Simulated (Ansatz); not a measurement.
Gas-phase reaction in SMILES: N[Si](N)(N)Br → [NH][Si](N)(N)Br + H atom (the H-N bond at the site shown breaks; other sites are not compared here)
Structures are relaxed separately at B3LYP-D3(BJ)/def2-TZVP in Ansatz (an electronic-structure program), one conformer each, not searched for the lowest. Frequencies are from Ansatz.
Geometry of the first species:
```
Si
N 1 1.7001
H 2 1.0073 1 120.09
H 2 1.0073 3 112.21 1 -149.59
N 1 1.7074 2 105.41 3 172.51
H 5 1.0062 1 121.10 2 154.49
H 5 1.0078 6 112.49 1 -153.83
N 1 1.7074 2 105.41 3 40.28
H 8 1.0062 1 121.10 2 -154.49
H 8 1.0078 9 112.49 1 153.83
Br 1 2.2645 2 118.19 3 -73.60
```

Property: bond dissociation energy (enthalpy at 298 K, with B3LYP-D3(BJ) rigid-rotor harmonic-oscillator terms), in kJ/mol. Cores are frozen in the correlated levels unless marked. Open shells are spin-unrestricted. No spin-orbit coupling. Frozen are the shells of the preceding noble gas and the d and f shells that filled before the atom's block. Non-relativistic. CBS(X,Y): correlation extrapolated as X^-3; Hartree-Fock from the larger set. The bracket is a focal-point correction in the basis named.

```tsv
level	program	bond dissociation energy (kJ/mol)
PBE-D3(BJ)/def2-TZVPD	Ansatz + dftd3	441.4
revPBE-D3(BJ)/def2-TZVPD	Ansatz + dftd3	431.7
```

Task: What does RI-MP2/CBS(def2-TZVPP,def2-QZVPP)+[CCSD(T)-MP2]/def2-TZVPP (Ansatz) give?

Result: 470.9 kJ/mol
